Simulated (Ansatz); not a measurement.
Input file for `[SiH3][SnH]([Cl])[Cl]`:

```yaml
crystal:
  periodic: [false, false, false]
  atoms:
    - {symbol: Si, position_ang: [-0.414005, 1.324309, -0.168892]}
    - {symbol: Sn, position_ang: [0.175070, -1.130316, 0.263935]}
    - {symbol: Cl, position_ang: [2.333130, -1.193084, 1.144368]}
    - {symbol: Cl, position_ang: [0.306368, -2.199369, -1.803962]}
    - {symbol: H, position_ang: [-0.417249, 2.043287, 1.128537]}
    - {symbol: H, position_ang: [-1.755379, 1.382303, -0.799487]}
    - {symbol: H, position_ang: [0.624005, 1.867302, -1.075550]}
    - {symbol: H, position_ang: [-0.759839, -2.151531, 1.255151]}
basis:
  gaussian: {orbitals: def2-SVP}
correlation: {method: ccsd_t}
```

```sh
$ ansatz run in.yaml --threads 4 --pin off --events-out ev --progress --plain --max-ram 10444MiB
```

The program prints (abridged):

```
Functional definition: HF
1030 factors; integrals over basis functions are off by at most 1.1e-3 eV
mean field evaluation 1: about -38728.6038 eV, gradient 2.0e1 eV
mean field evaluation 2: about -38728.6154 eV, gradient 2.1e1 eV
mean field evaluation 4: about -38730.3610 eV, gradient 1.9e0 eV
mean field evaluation 8: about -38730.3863 eV, gradient 8.3e-2 eV
mean field evaluation 16: about -38730.3704 eV, gradient 3.3e-1 eV
mean field -38730.38640503 eV, -1423.3154479860 hartree, gradient 7.7e-6 eV, S^2 0.000000; 0 other end points of the search recorded, 0 dependent functions left out
19 core orbitals not correlated: weight in the atoms' cores, before any rotation towards them, 1.000 or more for the frozen orbitals, at most 0.000 for the correlated occupied ones
reference -38730.38640503 eV, -1423.3154479860 hartree; 18, 18 occupied and 63, 63 virtual orbitals, 1030 factors
second order -12.77990644 eV of doubles, -0.00000000 eV of singles
cycle   1  -13.91712771 eV  change    -1.1e0 eV  update   8.6e-2
cycle   2  -14.32306951 eV  change   -4.1e-1 eV  update   2.7e-2
cycle   3  -14.37304980 eV  change   -5.0e-2 eV  update   1.1e-2
cycle   4  -14.36945089 eV  change    3.6e-3 eV  update   2.9e-3
cycle   5  -14.36821465 eV  change    1.2e-3 eV  update   8.3e-4
cycle   6  -14.36800958 eV  change    2.1e-4 eV  update   2.6e-4
cycle   7  -14.36798914 eV  change    2.0e-5 eV  update   7.5e-5
cycle   8  -14.36801097 eV  change   -2.2e-5 eV  update   2.4e-5
perturbative correction -0.33968715 eV, -0.0124832726 hartree
Total energy: -38745.09410315 eV, -1423.8559459228 hartree
```

Hardware: 4 threads of an Arm Neoverse V2 on a shared host. Wall time 3.5 s, peak host memory 0.39 GiB.

The correlation energy is -14.708 eV, 2.3 % of it from (T); the T1 diagnostic reads 0.0097.
